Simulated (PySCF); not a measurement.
These are PBE-D3(BJ)/def2-TZVP // B3LYP-D3(BJ)/def2-TZVP (PySCF) values and carry that method's errors. Gas-phase values, no solvent. 

Reference species (SMILES): `F[C](F)Br` (neutral, multiplicity 2).

```yaml
highest_occupied_spin_orbital: -5.71 eV
dipole_moment: 0.18 D
```

Changed species: `F[CH]F` (radical fragment; the reference has radical fragment).

Q: Give the shifts of the highest occupied spin orbital and dipole moment.

A: the highest occupied spin orbital rises by 0.54 eV, to -5.17 eV; the dipole moment goes up by 1.05 D, to 1.23 D.
